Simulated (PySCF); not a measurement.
**`COc1ccsc1`: 4 charge schemes on one density**

C5H6OS.
Geometry (GFN2-xTB, Å), atoms numbered from 1 in this order:
```
atom  x, y, z in Å
C1     2.212    0.030   -0.005
O2     1.072    0.846   -0.110
C3    -0.133    0.226   -0.035
C4    -1.327    0.999   -0.115
C5    -2.442    0.239   -0.018
S6    -2.077   -1.429    0.168
C7    -0.385   -1.105    0.116
H8     2.253   -0.703   -0.818
H9     2.237   -0.498    0.955
H10    3.069    0.698   -0.074
H11   -1.317    2.066   -0.239
H12   -3.466    0.554   -0.044
H13    0.300   -1.923    0.200
```

Density: PBE0/pcSseg-1 (PySCF); schemes: Mulliken, IAO, Hirshfeld and ESP-fitted. One conformer (not necessarily the lowest) at the GFN2-xTB geometry, without solvent, vibrations or thermal averaging.

Do the Mulliken, IAO, Hirshfeld and ESP-fitted schemes agree on where the charge is lowest?

The schemes don't all agree: Mulliken O2 (-0.478); IAO C7 (-0.416); Hirshfeld C7 (-0.127); ESP-fitted C7 (-0.472).

For which atoms does the sign change between the 4 schemes (beyond +0.03 e in one, beyond −0.03 e in another)?

For none.

What partial charge does each atom carry?

In e:

| atom | environment | Mulliken | IAO | Hirshfeld | ESP-fitted |
| --- | --- | --- | --- | --- | --- |
| C1 | methoxy carbon | -0.036 | -0.205 | -0.032 | -0.071 |
| O2 | aryl ether oxygen | -0.478 | -0.325 | -0.112 | -0.346 |
| C3 | aromatic carbon bearing oxygen | +0.196 | +0.175 | +0.050 | +0.487 |
| C4 | aromatic CH carbon | -0.042 | -0.203 | -0.085 | -0.360 |
| C5 | aromatic CH next to a ring sulfur | -0.261 | -0.313 | -0.082 | -0.231 |
| S6 | thiophene-type sulfur | +0.245 | +0.337 | +0.088 | +0.052 |
| C7 | aromatic CH next to a ring sulfur | -0.333 | -0.416 | -0.127 | -0.472 |
| H8 | methyl hydrogen | +0.109 | +0.134 | +0.043 | +0.067 |
| H9 | methyl hydrogen | +0.109 | +0.135 | +0.043 | +0.068 |
| H10 | methyl hydrogen | +0.132 | +0.165 | +0.056 | +0.123 |
| H11 | aromatic hydrogen | +0.100 | +0.171 | +0.057 | +0.205 |
| H12 | aromatic hydrogen | +0.129 | +0.176 | +0.056 | +0.226 |
| H13 | aromatic hydrogen | +0.130 | +0.170 | +0.044 | +0.252 |

Mean size of the charges over all atoms: ESP-fitted 0.228 e, IAO 0.225 e, Mulliken 0.177 e, Hirshfeld 0.067 e. Each set sums to the total charge, 0, to within 0.001 e. The IAO scheme projects the occupied orbitals on a minimal set of polarised atomic orbitals and counts the electrons in each atom's part of it. The ESP scheme fits charges at the nuclei, held to the total charge, to the electrostatic potential on points at 1.4 to 2.0 times the van der Waals radii.

How closely do the schemes follow one another over all atoms?

Correlation coefficient and root-mean-square difference: IAO with Hirshfeld 0.98, 0.170 e; Mulliken with Hirshfeld 0.93, 0.148 e; Mulliken with IAO 0.93, 0.091 e; Hirshfeld with ESP-fitted 0.89, 0.208 e; IAO with ESP-fitted 0.86, 0.139 e; Mulliken with ESP-fitted 0.83, 0.152 e.

How many electrons does the Hirshfeld scheme count on O2?

Z − q = 8 − (-0.112) = 8.112.

Sum the charges by element, for elements with more than one atom.

| element | atoms | Mulliken | IAO | Hirshfeld | ESP-fitted |
| --- | --- | --- | --- | --- | --- |
| C | 5 | -0.476 | -0.963 | -0.276 | -0.647 |
| H | 6 | +0.709 | +0.951 | +0.300 | +0.940 |

These values come from a run that also computed NMR shieldings. Time: 17 s of wall time. Hardware: one thread of an Arm Neoverse V1, shared host.
